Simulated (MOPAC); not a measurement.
MOPAC input (AM1):

```
AM1 1SCF CHARGE=-1 GEO-OK AUX(PRECISION=9) THREADS=1
HF3NSi

N     1.55609700 1    0.33309800 1   -0.75361700 1
Si    0.13437200 1    0.01844000 1   -0.05658700 1
F    -0.61488300 1   -1.41739800 1   -0.29314300 1
F    -0.04113500 1    0.11298600 1    1.56798400 1
F    -1.02437600 1    1.04428000 1   -0.54290600 1
H     2.34965500 1   -0.24866200 1   -0.51987900 1
```

From the output:

```
                                                       MOPAC v23.2.5 Linux

          FINAL HEAT OF FORMATION =       -296.78848 KCAL/MOL =   -1241.76298 KJ/MOL

          COSMO AREA              =        102.23 SQUARE ANGSTROMS
          COSMO VOLUME            =         88.60 CUBIC ANGSTROMS

          IONIZATION POTENTIAL    =          3.249125 EV
          HOMO LUMO ENERGIES (EV) =         -3.249  8.075
          NO. OF FILLED LEVELS    =         16
          MOLECULAR WEIGHT        =        100.0953         POINT GROUP:  Cs

          MOLECULAR DIMENSIONS (Angstroms)

            Atom       Atom       Distance
            H     6    F     5     3.61335
            F     4    F     3     2.47690
            N     1    F     3     2.12169

          SCF CALCULATIONS        =          1

   ATOM   CHEMICAL          X               Y               Z
  NUMBER   SYMBOL      (ANGSTROMS)     (ANGSTROMS)     (ANGSTROMS)

     1       N          1.55609700  *   0.33309800  *  -0.75361700  *
     2      Si          0.13437200  *   0.01844000  *  -0.05658700  *
     3       F         -0.61488300  *  -1.41739800  *  -0.29314300  *
     4       F         -0.04113500  *   0.11298600  *   1.56798400  *
     5       F         -1.02437600  *   1.04428000  *  -0.54290600  *
     6       H          2.34965500  *  -0.24866200  *  -0.51987900  *

                             CARTESIAN COORDINATES

   1    N        1.556097000     0.333098000    -0.753617000
   2   Si        0.134372000     0.018440000    -0.056587000
   3    F       -0.614883000    -1.417398000    -0.293143000
   4    F       -0.041135000     0.112986000     1.567984000
   5    F       -1.024376000     1.044280000    -0.542906000
   6    H        2.349655000    -0.248662000    -0.519879000

           Empirical Formula: H N Si F3  =     6 atoms

      MOLECULAR POINT GROUP   :   Cs

                  EIGENVALUES
 -42.40841 -41.86691 -41.56990 -23.68517 -12.51804 -10.66621 -10.49817 -10.05579
  -8.68181  -8.65849  -8.45974  -8.35842  -8.29885  -7.72841  -3.74264  -3.24913
   8.07463   8.34635   8.70767   9.25138  12.26888

              NET ATOMIC CHARGES AND DIPOLE CONTRIBUTIONS

  ATOM NO.   TYPE          CHARGE      No. of ELECS.   s-Pop       p-Pop
    1          N          -1.064520        6.0645     1.73098     4.33354
    2         Si           1.647920        2.3521     0.73363     1.61845
    3          F          -0.569408        7.5694     1.89448     5.67493
    4          F          -0.569408        7.5694     1.89448     5.67493
    5          F          -0.539273        7.5393     1.88673     5.65254
    6          H           0.094689        0.9053     0.90531
 DIPOLE           X         Y         Z       TOTAL
 POINT-CHG.    -1.568    -0.808     1.148     2.105
 HYBRID        -0.180    -0.607     0.555     0.842
 SUM           -1.748    -1.416     1.703     2.821

          ATOMIC ORBITAL ELECTRON POPULATIONS

     Atom    s        px        py        pz
    1  N   1.73098   1.13853   1.54449   1.65052
    2 Si   0.73363   0.60685   0.49619   0.51541
    3  F   1.89448   1.91660   1.81099   1.94734
    4  F   1.89448   1.95560   1.94780   1.77152
    5  F   1.88673   1.84338   1.87353   1.93563
    6  H   0.90531

 **********************
 *                    *
 * JOB ENDED NORMALLY *
 *                    *
 **********************

 == MOPAC DONE ==
```

The dipole moment of an ion depends on the origin.

The geometry given is a B3LYP-D3(BJ)/def2-TZVP minimum.
